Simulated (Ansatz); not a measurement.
Coupled-cluster diagnostics for Si(vinyl)3(NiPr2) (C12H23NSi), Ansatz.

Geometry of the singlet (r2SCAN-D4/def2-SVP):

Cartesian coordinates in Å:
```
Si 0.586 -0.869 -0.068
C 0.372 -1.668 -1.756
C 1.406 -2.099 -2.497
H -0.637 -1.848 -2.155
H 2.445 -1.977 -2.164
H 1.263 -2.600 -3.463
C 2.416 -0.578 0.238
C 3.187 -1.368 1.002
H 2.894 0.280 -0.262
H 2.771 -2.239 1.525
H 4.261 -1.186 1.142
C -0.038 -2.083 1.229
C -0.401 -3.352 0.978
H -0.129 -1.726 2.267
H -0.331 -3.779 -0.030
H -0.777 -4.023 1.762
N -0.217 0.684 0.043
C 0.177 1.565 1.153
C 0.591 2.956 0.663
C -0.880 1.648 2.262
C -1.430 1.065 -0.695
C -1.138 1.373 -2.166
C -2.565 0.047 -0.533
H 1.077 1.106 1.603
H -0.255 3.490 0.199
H 0.952 3.576 1.500
H 1.394 2.878 -0.086
H -1.808 2.124 1.905
H -1.136 0.644 2.634
H -0.510 2.247 3.110
H -1.789 2.006 -0.242
H -0.775 0.479 -2.697
H -0.360 2.147 -2.248
H -2.044 1.732 -2.683
H -3.481 0.391 -1.039
H -2.296 -0.931 -0.963
H -2.793 -0.113 0.532
```

Correlated methods freeze 18 core orbitals.

Estimate the CCSD(T) correlation energy, the shares of MP2 and (T), T1 and the reference's ⟨S²⟩ for: charge 0, singlet, own geometry in def2-SVP; and the rough time on 2 threads of AMD EPYC 7R13 on a shared host and a share (18 GiB) of an NVIDIA H100 80GB HBM3.


| state | basis | correlation (eV) | MP2 share (%) | (T) share (%) | T1 | ⟨S²⟩ (pure) | wall time | remarks |
| --- | --- | --- | --- | --- | --- | --- | --- | --- |
| charge 0, singlet, own geometry | def2-SVP | -59.029 | 89.3 | 3.5 | 0.010 | 0.00 (0.00) | 19 s | restricted SCF unstable |
Customary marks for T1 are 0.02 (closed shells), 0.045 (open shells) and about 0.05 (3d metals). T1 stays under 0.02 throughout.
